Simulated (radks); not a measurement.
Question: The antimony ion Sb6+ is in [Kr] 4d9. All-electron calculation, non-relativistic Kohn-Sham, PBE, spin-polarised, spherical densities, point nucleus. Program: a radial shooting solver on a logarithmic mesh with Libxc functionals. Open shells are filled with parallel spins first. One electron is removed from 4s, 4p, 4d, 3d in turn, with full relaxation. Which removal costs least, and what does each cost?

Answer: 4d 121.06 eV; 4p 187.59 eV; 4s 226.71 eV; 3d 629.02 eV. The 4d electron leaves first.
